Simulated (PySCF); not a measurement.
Species: C₆H₈N (doublet state).
Structure used (GFN2-xTB), in Å, numbered top down from 1:
```xyz
15
C6H8N angstrom
C      2.9823    0.1079   -0.1815
C      1.5451    0.0207   -0.2157
C      0.3358   -0.0795   -0.2532
C     -1.0452   -0.1342   -0.2909
C     -1.7170   -1.4298   -0.6025
C     -1.8141    1.0283   -0.0086
N     -1.3996    2.2030    0.2939
H      3.4041   -0.8077    0.2343
H      3.2943    0.9559    0.4287
H      3.3708    0.2416   -1.1927
H     -2.5980   -1.2638   -1.2214
H     -2.0484   -1.9093    0.3221
H     -1.0386   -2.1115   -1.1113
H     -2.8942    0.9111   -0.0538
H     -0.3818    2.2752    0.3250
```

The hyperfine couplings belong to this conformer and change with its torsions.

Identity: `[H]/N=C\[C](C)C#CC` [radical].

Computed, not measured: UKS B3LYP, pcH-1 on C H N, non-relativistic, mean-field spin-orbit, GIAO in PySCF 2.14.0. Geometry: GFN2-xTB, one conformer, isolated molecule. GFN2-xTB frequencies show an imaginary mode (23i cm⁻¹), so this geometry is no minimum at that level. A GFN2-xTB geometry isn't a minimum of the functional, and hyperfine couplings can be far from their values at a DFT geometry. The SCF solution wasn't tested for stability. ⟨S²⟩ is 0.776 where a pure state has 0.75.

**Question.** Match the computed a_iso(13C) values +56.3, -50.4, -38.1, +30.2, -22.5, -13.4 MHz with the sites C1; C2; C3; C4; C5; C6.

**Answer.** 
```csv
site,a_iso (MHz),ρ(0) (bohr⁻³),position,distance from C4 (Å),spin population,largest |T| (MHz)
C1,-13.4,-0.0119,3 bonds from C4,4.04,-0.03,0.9
C2,+30.2,+0.0269,2 bonds from C4,2.60,+0.36,54.8
C3,-50.4,-0.0449,1 bond from C4,1.38,-0.19,16.2
C4,+56.3,+0.0501,largest spin population,0.00,+0.62,102.3
C5,-22.5,-0.0200,1 bond from C4,1.49,-0.05,1.8
C6,-38.1,-0.0339,1 bond from C4,1.42,-0.18,21.6
```

**Question.** Match the computed a_iso(1H) values +48.3, +30.9, -23.9, +5.8 MHz (means over equivalent nuclei) with the sites H8/H9/H10; H11/H12/H13; H14; H15.

**Answer.** 
| site | a_iso (MHz) | ρ(0) (bohr⁻³) | position | distance from C4 (Å) | bound to | spin population there | largest \|T\| (MHz) |
| --- | --- | --- | --- | --- | --- | --- | --- |
| H8/H9/H10 | +30.9 | +0.0069 | 4 bonds from C4 | 4.53 | C1 | -0.03 | 3.8 |
| H11/H12/H13 | +48.3 | +0.0108 | β, 2 bonds from C4 | 2.13 | C5 | -0.05 | 5.4 |
| H14 | +5.8 | +0.0013 | β, 2 bonds from C4, on C6 of spin population -0.18 | 2.14 | C6 | -0.18 | 5.4 |
| H15 | -23.9 | -0.0054 | γ, 3 bonds from C4, on N7 of spin population +0.37 | 2.57 | N7 | +0.37 | 21.7 |

ρ(0) is the spin density at the nucleus and T the dipolar tensor; entries for several nuclei are means. The largest Mulliken spin populations are on C4 (+0.62), N7 (+0.37), C2 (+0.36) and C3 (-0.19). Three atoms exceed +0.15. The positive populations add up to 1.46 and the negative ones to -0.46, together 2S = 1. The angles at C4 add up to 360.0°, so it is planar.

β density exceeds α density at some nuclei, such as C3 (-0.0449), C6 (-0.0339) and C5 (-0.0200), spin density in bohr⁻³. In a single determinant that takes different orbitals for the two spins, that is spin polarisation.

Nuclei that the bonding pattern makes equivalent are averaged, as if the motion that swaps them (rotation, inversion, ring flip) were fast. The three 1H nuclei of mean +48.3 MHz run from 13.2 to 93.8 MHz in the frozen geometry. The three 1H nuclei of mean +30.9 MHz run from 11.7 to 56.5 MHz in the frozen geometry.
